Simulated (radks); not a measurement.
The numbers below are computed, except where a source is named.
Numerical settings for neutral chromium, [Ar] 3d5 4s1. Code: a radial shooting solver on a logarithmic mesh with Libxc functionals. Model: scalar-relativistic Kohn-Sham, SCAN, spin-unpolarised, spherical densities, finite nucleus; meta-GGA in the generalised Kohn-Sham scheme; Fermi nuclear charge, rms radius 3.6452 fm. The defaults (mesh step 0.008 in ln r, mesh end at 40 bohr or more with all orbitals vanishing there, Anderson mixing 0.5 over 9 steps, residual threshold near 1e-9 with the energy settled to 1e-9 hartree or 1e-11 of itself, here a cap of 61 iterations) give E = -1050.813 hartree and 3d at -2.823 eV in 14 iterations. Run on one thread of a shared host, so times are rough (Arm Neoverse V1): 0.08 s of CPU time, 0.08 s wall, 14 iterations on 2381 mesh points. Changes against that run (0 stands for a change within the tolerance of the run):

setting                    iterations         converged  E (mhartree)  e(3d) (meV)  CPU (s)
mesh step in ln r 0.12              2                no      diverged            -        0
mesh step in ln r 0.005            18               yes         +1.08      -0.0076     0.16
mesh step in ln r 0.03             13               yes         +70.6        -3.81     0.03
mesh end (bohr) 12                 14               yes       +0.0506        +10.8     0.08
mesh end (bohr) 2                  15  level above zero     +7.24e+03    +4.65e+04     0.07
residual threshold 1e-13           61                no             0     -0.00408     0.21
residual threshold 0.001           11               yes             0      +0.0187     0.07
mixing 0.2                         19               yes             0            0     0.11
linear mixing, mixing 0.8           5                no      diverged            -     0.05
linear mixing, mixing 0.5          61                no             0      -0.0131     0.28
mixing history 3                   21               yes             0            0     0.11
iteration cap 5                     5                no         +1.14        +8.69     0.03

Settled on a wrong energy, with an occupied level pushed above zero by the early mesh end: mesh end (bohr) 2 (+7.24 hartree). Apart from these: settings that end as converged yet miss the energy by more than 1 mhartree: mesh step in ln r 0.005 (+0.00108 hartree); mesh step in ln r 0.03 (+0.0706 hartree). A mesh that ends early acts as a hard wall.
